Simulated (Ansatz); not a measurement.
Y(Cl)3 cation (Cl₃Y), SMILES [Y]([Cl])([Cl])[Cl] (connectivity only; charge and spin as stated), charge +1, multiplicity 2.

The structure is a stationary point at PBE0-D3(BJ)/def2-SVP. A frequency run showed that this geometry is not a minimum. The spin state was assumed, not searched. The isomer is the one that the SMILES or the coordinates give; other isomers of the formula were not compared. The def2 effective core potentials stand for the cores of Y; spin–orbit coupling is left out.

Two levels are set side by side: PBE/def2-SVPD (Ansatz, a first-principles code) and PBE0/def2-SVPD (Ansatz). Energy differences of separate SCF runs at the same geometry; the states with an electron removed or added have multiplicity 3 and 1. Differences are taken from unrounded values.

| quantity | PBE0 | PBE | PBE minus PBE0 |
|---|---|---|---|
| vertical ionisation energy (eV) | 15.90 | 15.78 | -0.13 |
| vertical electron affinity (eV) | 10.55 | 10.05 | -0.50 |
